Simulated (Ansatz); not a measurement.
The same molecule with X = F, Cl, Br, I. Ansatz, PBE0-D4/def2-TZVP geometries, multiplicity 1.

Elements past krypton have def2 core potentials. Scalar relativity is left out up to krypton.

```json
{"X": "F", "molecule": "`C=CF`", "mean X–C bond length / Å": "1.336", "ideal-gas entropy at 298 K and 1 bar (rigid rotor, harmonic PBE0-D4/def2-TZVP) / J/(mol·K)": "252", "HOMO–LUMO gap (B3LYP/def2-TZVPP) / eV": "7.50", "HOMO energy (PBE/def2-TZVPP) / eV": "-6.49"}
{"X": "Br", "molecule": "`C=CBr`", "mean X–C bond length / Å": "1.881", "ideal-gas entropy at 298 K and 1 bar (rigid rotor, harmonic PBE0-D4/def2-TZVP) / J/(mol·K)": "275", "HOMO–LUMO gap (B3LYP/def2-TZVPP) / eV": "6.62", "HOMO energy (PBE/def2-TZVPP) / eV": "-6.30"}
{"X": "I", "molecule": "`C=CI`", "mean X–C bond length / Å": "2.078", "ideal-gas entropy at 298 K and 1 bar (rigid rotor, harmonic PBE0-D4/def2-TZVP) / J/(mol·K)": "283", "HOMO–LUMO gap (B3LYP/def2-TZVPP) / eV": "5.99", "HOMO energy (PBE/def2-TZVPP) / eV": "-6.02"}
```

Task: Give the row for X = Cl, `C=CCl`. (Best estimate.)

Result: Computed: 
```json
{"X": "Cl", "molecule": "`C=CCl`", "mean X–C bond length / Å": "1.721", "ideal-gas entropy at 298 K and 1 bar (rigid rotor, harmonic PBE0-D4/def2-TZVP) / J/(mol·K)": "263", "HOMO–LUMO gap (B3LYP/def2-TZVPP) / eV": "6.83", "HOMO energy (PBE/def2-TZVPP) / eV": "-6.39"}
```

From F to I the mean X–C bond length rises at each step, by 0.742 Å in all; the ideal-gas entropy at 298 K and 1 bar (rigid rotor, harmonic PBE0-D4/def2-TZVP) rises at each step, by 31 J/(mol·K) in all; the HOMO–LUMO gap (B3LYP/def2-TZVPP) falls at each step, by 1.51 eV in all; the HOMO energy (PBE/def2-TZVPP) rises at each step, by 0.47 eV in all. Bonds lengthen as the atom grows down the group.

B3LYP here is the variant with VWN-RPA as its local correlation; programs differ in this.

Spin–orbit coupling is left out; it splits and shifts lone-pair levels of the heavy atoms by tenths of an eV.
